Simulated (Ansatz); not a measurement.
Total energies of `CC1=CC(C)=[O+][Al-]([F])([Cl])[O]1`.

```xyz
17

C    -1.872    0.655   -1.777
C    -0.762    0.082   -0.968
C    -0.448    0.602    0.286
C     0.570    0.092    1.092
C     0.848    0.677    2.432
O     1.318   -0.887    0.754
Al    1.265   -1.774   -0.808
F     0.871   -3.353   -0.545
Cl    2.998   -1.389   -1.930
O    -0.142   -0.898   -1.505
H    -2.372    1.479   -1.272
H    -2.593   -0.134   -2.000
H    -1.471    0.999   -2.734
H    -1.028    1.434    0.657
H     0.179    1.500    2.673
H     1.884    1.023    2.459
H     0.755   -0.108    3.187
```

Charge 0, multiplicity 1. Geometry: relaxed with PBE0-D4/def2-TZVP. Basis def2-TZVPP, Ansatz 0.2.0.

RPA on PBE orbitals: Hartree–Fock energy of these orbitals -1144.37560 Eh, correlation -2.79898 Eh (frozen core).

```tsv
functional	energy without D4 (Eh)	D4 term (kJ/mol)
LDA (SPW92)	-1142.11553	–
PBE	-1147.30771	-48.1
revPBE	-1147.85382	-142.9
r2SCAN	-1147.87054	-13.1
B97M-V	-1147.90571	–
PBE0	-1147.38980	-41.3
B3LYP	-1148.18767	-76.6
r2SCANh	-1147.84329	-13.9
BHLYP	-1147.92488	-58.2
CAM-B3LYP	-1147.99334	-42.1
LC-ωPBE	-1147.65766	–
ωB97X-V	-1147.90112	–
ωB97M-V	-1147.96477	–
B2PLYP	-1147.58283	–
```

Problem. Give the same for BLYP, r2SCAN0, HSE06 (plane-wave form), PBE-QIDH. (An estimate is asked.)

Solution. Computed: 
| functional | energy without D4 (Eh) | D4 term (kJ/mol) |
| --- | --- | --- |
| BLYP | -1148.02441 | -103.6 |
| r2SCAN0 | -1147.80472 | -15.3 |
| HSE06 (plane-wave form) | -1147.35431 | -38.6 |
| PBE-QIDH | -1147.16090 | – |

B3LYP takes the VWN-RPA correlation (the form of Gaussian; ORCA's B3LYP/G). HSE06 is the plane-wave form, built on full-range PBE exchange. The double hybrids freeze the cores in their second-order part.

LC-ωPBE has ω = 0.4 bohr⁻¹.
